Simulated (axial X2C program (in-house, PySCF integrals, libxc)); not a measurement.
## Worked dissociation energy of H₂: MP2, scalar-relativistic

All values were computed with an in-house relativistic program for diatomic molecules. Spin-free means the one-electron spin-free X2C Hamiltonian. Basis: H dyall-v3z [6s2p1d] (cores contracted in-house); Gaussian nuclei, density fitting, unrestricted open shells. Masses: H 1.008 u.

Molecular state: M_S = 0, Λ = 0 (closed shell).

Correlated methods: 2 electrons correlated (number of frozen shells: H none), 62 virtual spin orbitals or spinors in MP2.

- E(H) (2M_S = 1, M_L = 0): -0.500004 hartree
- E(H₂) at Re: -1.165178 hartree
- ωe: 4512.7 cm⁻¹
- ωexe: 113 cm⁻¹

Work out De and D0.

De = -0.500004 + (-0.500004) − (-1.165178) = 0.16517 hartree = 4.494 eV. The zero-point energy is ωe/2 − ωexe/4 = 2228 cm⁻¹ = 0.276 eV, so D0 = 4.218 eV.

The state is a single determinant with fixed occupations, the lowest that a limited PBE0 search found. Closed shells are restricted here (equal orbitals for both partners); the stretched side of such a curve lies too high. De is counted from the lowest determinant-based energies of the atoms at the same level, without counterpoise correction.

Each atomic determinant is the lowest at this level and need not be a pure term. Totals compare only within one Hamiltonian and basis.
